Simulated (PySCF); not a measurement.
**Zn: excitation energy**

Zn [Ar] 3d10 4s2 (1S) → Zn [Ar] 3d10 4s1 5s1 (3S), as a difference of total energies. All numbers are calculated (PySCF 2.14, scalar relativity through the core potential, in aug-cc-pVTZ-PP with one added diffuse shell each of s, p, d, f, g type with ECP10MDF (7s7p6d4f3g, 113 functions)). Correlated levels: valence: 3s2 3p6 frozen. The calculations carry no spin-orbit coupling.

**Question.** Order these methods by the excitation energy they give, lowest first.
A. LDA
B. UHF
C. r2SCAN
D. PBE0

**Answer.** B (5.232 eV), D (6.396 eV), C (6.689 eV), A (7.017 eV).

Errors of the correlated levels include the incompleteness of this basis and the frozen core.

For comparison: 6.655 eV (measured; NIST levels).
